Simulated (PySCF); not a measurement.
**Question.** Give a CAM-B3LYP/6-31G* geometry of `C=C(Cl)C(=C)OC`.

**Answer.** 
```xyz
14
C5H7ClO angstrom
C     -1.4862   -1.6808    1.0743
C     -1.5636   -0.4776    0.5166
Cl    -3.1144    0.3271    0.4215
C     -0.4031    0.2495   -0.0476
C     -0.4623    1.4474   -0.6350
O      0.7264   -0.4878    0.1195
C      1.9328    0.0455   -0.3787
H     -2.3637   -2.1741    1.4729
H     -0.5298   -2.1831    1.1347
H      0.4129    1.9395   -1.0362
H     -1.4061    1.9639   -0.7250
H      2.1768    0.9970    0.1082
H      1.8794    0.2005   -1.4629
H      2.7064   -0.6889   -0.1533
```

Any rigid rotation of these coordinates is as good. Atoms count from 1 in this order. The C–O distances run from 1.359 Å (C4–O6, drawn single) to 1.410 Å (O6–C7, drawn single), a spread of 0.051 Å. The 7 heavy atoms lie in one plane (0.010 Å rms). Of the pairs four or more bonds apart, O6···H9 is among the closest relative to their van der Waals radii: 2.34 Å, 86 % of the sum of Bondi's values. The 3 C–C bonds span 1.328 Å (C1=C2, drawn double) to 1.481 Å (C2–C4, drawn single), a spread of 0.153 Å.

Bonds between heavy atoms (Å): C1=C2 1.328, C2–Cl3 1.750, C2–C4 1.481, C4=C5 1.335, C4–O6 1.359, O6–C7 1.410.

Level of theory: CAM-B3LYP/6-31G* geometry optimisation, gas phase (PySCF 2.14.0).

Point group: Cs (tolerance 0.08 Å). CAM-B3LYP/6-31G* frequencies: not computed here. The numbers are those of one conformer (C1–C2–C4–C5 179°, C2–C4–O6–C7 179°).
